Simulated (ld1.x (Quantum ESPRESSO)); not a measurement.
## What the settings do to the TM semilocal potential of manganese (Mn)

Base potential:

```
Element                 : manganese
Generator               : ld1.x (Quantum ESPRESSO) 7.5
Type                    : norm-conserving Troullier–Martins (semilocal form)
Functional              : LDA (PZ)
Relativity              : scalar-relativistic
Frozen core             : [Ne]
Valence charge          : 15
Reference configuration : 3s2 3p6 3d5 4s1 4p0 (charge +1)
Partial waves           : 3s (bound): rc 0.95 bohr; 3p (bound): rc 1.35 bohr; 3d (bound): rc 1.45 bohr
Local potential         : the d channel
Core correction         : Bessel-smoothed model core, default radius (core density twice the valence density)
```

Occupied shells without a wave of their own: 4s. They enter only through the test configuration that unscreens the potential, and ld1.x also counts them in the model core charge.

All-electron outer shells of the reference configuration (LDA (PZ), scalar-relativistic, ld1.x):

| shell | level (eV) | outermost node (bohr) | outermost maximum (bohr) |
| --- | --- | --- | --- |
| 2p | -637.98 | – | 0.19 |
| 3s | -93.71 | 0.34 | 0.74 |
| 3p | -62.80 | 0.31 | 0.75 |
| 3d | -15.21 | – | 0.75 |
| 4s | -12.17 | 1.05 | 2.35 |
| 4p | -7.39 | 1.15 | 2.91 |

Cutoffs, loose and tight: the cutoffs (Ry, on a coarse ladder) from which the occupation-weighted sum of valence levels, in a spherical-Bessel basis at the reference potential, stays within 10 and 1 mRy of its value at 400 Ry. They do not see the model core or the augmentation charge, which bear on the density cutoff. Test errors are all-electron minus pseudo excitation energies from the reference, over the configurations 3s2 3p6 3d5 4s2 4p0; 3s2 3p6 3d5 4s0 4p0; 3s2 3p6 3d4 4s0 4p0; 3s2 3p6 3d5 4s1.5 4p0; 3s2 3p6 3d6 4s1 4p0; 3s2 3p6 3d5 4s1 4p1; 3s2 3p6 3d3 4s0 4p0 (two spin-polarised tests are not counted in the largest error). A dash means not determined; rows that change the core or the reference have their own tests.

With those shells counted twice in exchange and correlation these files are broken, and their errors move erratically; no question is asked of them.

In the semilocal form every listed channel keeps its own potential, so the choice of the local channel does not act on these tests. It acts once the file is put into the separable form.

A semilocal file is local in each channel, so a ghost entry of none says nothing of the separable form that plane-wave codes build from it.

The default core radius of the base comes out at 0.42 bohr.

| change | outcome | cutoff, loose | cutoff, tight | bound ghosts | largest test error (meV) |
| --- | --- | --- | --- | --- | --- |
| base | generated | 160 Ry | 260 Ry | none | -885 |
| wave 3p (bound): rc 1.35 bohr becomes 3p (bound): rc 1.84 bohr | generated | 160 Ry | 260 Ry | none | -950 |
| functional PBE | generated | 160 Ry | 260 Ry | none | -630 |
| reference 3s2 3p6 3d5 4s1.75 4p0.25 | generated | 160 Ry | 260 Ry | none | -973 |
| all radii but the core radius scaled by about 1.37 (s 1.30, p 1.84, d 1.98 bohr) | generated, misses its reference levels by 0.75 eV | 80 Ry | 120 Ry | none | -2269 |
| wave 3d (bound): rc 1.45 bohr becomes 3d (bound): rc 1.98 bohr | generated | 160 Ry | 260 Ry | none | -671 |
| core [Ar], valence charge 7; reference 3d5 4s1 4p1; waves now 4p (bound): rc 3.40 bohr; 3d (bound): rc 1.45 bohr; 4s (bound): rc 2.10 bohr; local potential the s channel; core correction none | generated | 110 Ry | 140 Ry | none | -414 |
| core correction Bessel-smoothed model core inside 1.04 bohr | generated | 160 Ry | 260 Ry | none | -883 |
| form changed from semilocal to separable (Kleinman–Bylander), still TM; local potential all-electron potential smoothed inside 1.05 bohr (lloc = -1) | generated | 160 Ry | 260 Ry | none | -694 |
